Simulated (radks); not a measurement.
Radial electron density D(r) = 4 pi r^2 rho(r) of an atom or ion with 7 electrons. Calculated with a radial shooting solver on a logarithmic mesh with Libxc functionals: Dirac Kohn-Sham, BLYP, spin-unpolarised, spherical densities, finite nucleus; Fermi nuclear charge, rms radius of each element as measured or else 0.836 A^(1/3) + 0.57 fm.

| r (bohr) | D(r) (e/bohr) |
|---|---|
| 0.004074 | 1.008 |
| 0.004485 | 1.199 |
| 0.004936 | 1.424 |
| 0.005434 | 1.688 |
| 0.006029 | 2.025 |
| 0.006637 | 2.389 |
| 0.007306 | 2.813 |
| 0.008042 | 3.302 |
| 0.008852 | 3.865 |
| 0.009744 | 4.510 |
| 0.01081 | 5.308 |
| 0.0119 | 6.145 |
| 0.0131 | 7.082 |
| 0.01442 | 8.122 |
| 0.01587 | 9.266 |
| 0.01747 | 10.51 |
| 0.01939 | 11.96 |
| 0.02134 | 13.38 |
| 0.02349 | 14.84 |
| 0.02586 | 16.33 |
| 0.02846 | 17.80 |
| 0.03158 | 19.31 |
| 0.03477 | 20.58 |
| 0.03827 | 21.66 |
| 0.04212 | 22.49 |
| 0.04637 | 23.01 |
| 0.05104 | 23.17 |
| 0.05664 | 22.91 |
| 0.06234 | 22.26 |
| 0.06862 | 21.24 |
| 0.07554 | 19.91 |
| 0.08315 | 18.37 |
| 0.09153 | 16.75 |
| 0.1016 | 15.07 |
| 0.1118 | 13.76 |
| 0.1231 | 12.82 |
| 0.1355 | 12.33 |
| 0.1491 | 12.34 |
| 0.1654 | 12.85 |
| 0.1821 | 13.65 |
| 0.2005 | 14.57 |
| 0.2207 | 15.40 |
| 0.2429 | 15.89 |
| 0.2674 | 15.87 |
| 0.2967 | 15.14 |
| 0.3266 | 13.82 |
| 0.3595 | 11.98 |
| 0.3957 | 9.828 |
| 0.4356 | 7.587 |
| 0.4794 | 5.483 |
| 0.532 | 3.558 |
| 0.5856 | 2.200 |
| 0.6446 | 1.249 |
| 0.7096 | 0.6464 |
| 0.781 | 0.3027 |
| 0.8597 | 0.1272 |
| 0.954 | 0.04356 |
| 1.05 | 0.01414 |
| 1.156 | 0.003944 |

What is the nuclear charge?

Answer. Z = 20. The innermost maximum, from 1s, lies near gamma/Z bohr with gamma = sqrt(1 - (Z/c)^2) = 0.989, here 0.0495 bohr (found: 0.0506), and its height grows with Z. The density is that of the calcium ion Ca13+ in [He] 2s2 2p(1/2: 1, 3/2: 2); the configuration itself is not fixed sharply by these data, and Z only to about a unit. D(r) has 2 maxima, at r = 0.0506, 0.255 bohr, and minima at 0.142 bohr, inside which lie 2.24 electrons.
